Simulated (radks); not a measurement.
Valence configurations of Te III (all share [Kr]). Method: scalar-relativistic Kohn-Sham, r2SCAN, spin-unpolarised, spherical densities, finite nucleus; meta-GGA in the generalised Kohn-Sham scheme; Fermi nuclear charge, rms radius 4.7423 fm; computed with a radial shooting solver on a logarithmic mesh with Libxc functionals. Energies are relative to 4d10 5s2 5p2; eigenvalues in eV.

valence	E (eV)	e(4d)	e(5p)	e(5s)
4d10 5s2 5p2	0.000	-62.087	-22.407	-33.169
4d8 5s2 5p4	89.150	-75.668	-26.143	-38.232
4d10 5s1 5p3	10.773	-63.450	-23.073	-33.866
4d9 5s1 5p4	53.570	-70.197	-24.942	-36.426
4d10 5p4	21.583	-64.778	-23.689	-
4d9 5s2 5p3	42.114	-68.912	-24.327	-35.764
4d8 5s1 5p5	101.26	-76.886	-26.719	-38.862
4d7 5s2 5p5	141.13	-82.369	-27.878	-40.595

NIST lists [Kr] 4d10 5s2 5p2 as the ground configuration; this level of theory agrees among the configurations tried. The energies are those of spherical spin-averaged densities, not of single terms.
